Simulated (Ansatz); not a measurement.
Mulliken charges of CH4ClFNV, SMILES `[CH3][V](=[NH])([F])[Cl]` from PBE/def2-TZVPP in Ansatz (PBE0-D4/def2-TZVP geometry).

| atom | x (Å) | y (Å) | z (Å) | charge (e) |
| --- | --- | --- | --- | --- |
| C1 | -1.237 | -0.121 | 0.110 | -0.443 |
| V2 | 0.712 | 0.245 | 0.318 | 0.915 |
| N3 | 1.322 | -0.528 | -0.939 | -0.503 |
| F4 | 1.204 | -0.477 | 1.812 | -0.306 |
| Cl5 | 0.989 | 2.372 | 0.109 | -0.237 |
| H6 | -1.586 | 0.262 | -0.850 | 0.132 |
| H7 | -1.725 | 0.397 | 0.942 | 0.127 |
| H8 | -1.404 | -1.198 | 0.169 | 0.127 |
| H9 | 1.814 | -0.999 | -1.688 | 0.188 |

**Question.** By hand: the dipole of these point charges (1 e Å = 4.8032 D).

**Answer.** Σ q r = (-0.334, -0.128, -0.154) e Å, of length 0.389 e Å = 1.87 D.

**Question.** How does the dipole of the full density compare? (Estimate.)

**Answer.** Computed: (-0.124, -0.242, -0.323) e Å, 2.03 D; the point charges give 0.92 times that, at 42° from its direction.

Point charges leave out the atoms' own dipoles, such as those of lone pairs, and Mulliken's split depends on the basis, so the two needn't agree.
